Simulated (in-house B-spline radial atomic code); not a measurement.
Radial electron density of Sm³⁺, [Kr] 4d9 4f5 5s2 5p6 9g1. Computed with an all-electron radial atomic-structure program (B-spline basis): Dirac-Hartree-Fock, average of configuration, Fermi nucleus of rms radius 5.0819 fm.

Columns: r (bohr), 4πr²n(r) (electrons per bohr), bar.

```
0.000944    3.325 #
 0.00123    5.149 ##
 0.00161    7.942 ###
 0.00211     12.1 #####
 0.00276    18.02 #######
 0.00361    26.18 ###########
 0.00472    36.81 ###############
 0.00618    49.71 ####################
 0.00808     63.5 ##########################
  0.0106    75.91 ###############################
  0.0138    83.19 ##################################
  0.0181    83.36 ##################################
  0.0236     77.9 ################################
  0.0309       74 ##############################
  0.0404    80.78 #################################
  0.0529     97.8 ########################################
  0.0692    108.6 ############################################
  0.0905    98.55 ########################################
   0.118     82.1 #################################
   0.155    86.23 ###################################
   0.202    95.31 #######################################
   0.265    72.15 #############################
   0.346    41.33 #################
   0.453    40.86 #################
   0.592    42.85 #################
   0.775     26.8 ###########
    1.01    14.36 ######
    1.33    9.973 ####
    1.73    5.648 ##
    2.27    1.677 #
    2.97   0.2345 
    3.88  0.02898 
    5.07 0.009426 
    6.63 0.002774 
    8.68  0.01908 
    11.3 0.003205 
    14.8  0.01584 
    19.4  0.03072 
    25.4 0.001267 
    33.2   0.0673 
    43.4 0.005692 
    56.8 1.344e-05 
    74.3 5.675e-10 
    97.2 8.882e-17
```

On this grid the curve has 7 maxima, near 0.0181, 0.0692, 0.202, 0.592, 8.68, 19.4, 33.2 bohr.

The 4f5/2 radial function P(r) = rR(r), positive near the nucleus, with its small component Q(r) (sign convention: Q ≈ (P' + κP/r)/2c):

```
r (bohr)         P           Q
  0.0309  0.001655    0.001212
  0.0529   0.01012    0.004251
  0.0905    0.0522     0.01217
   0.155    0.2093     0.02587
   0.265    0.5857     0.03642
   0.453     1.035     0.02965
   0.775     1.036     0.01187
    1.33    0.5487     0.00177
    2.27    0.1354  -0.0001208
    3.88  0.009446  -3.291e-05
```
